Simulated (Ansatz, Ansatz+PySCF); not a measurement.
```xyz
2

Cr    0.0000    0.0000   -0.0718
H     0.0000    0.0000    1.7231
```

UHF-MP2 on sextet CrH was run in several spherical basis sets with Ansatz (development build ahead of 0.2.0). Frozen core: 5 orbitals. Caution for UHF-MP2: bonds are stretched, where a single reference can fail.

Task: Rank the basis sets by the total energy that they give, lowest first, with the distance from the lowest.
A. cc-pVDZ
B. cc-pVTZ
C. def2-SVP
D. def2-TZVP
E. 6-31G(d)

Result: B (0.00 eV), D (2.45 eV), A (4.38 eV), C (9.70 eV), E (9.97 eV).

Totals follow the description of the cores as much as that of the bonds, so this order isn't one of quality for chemistry.
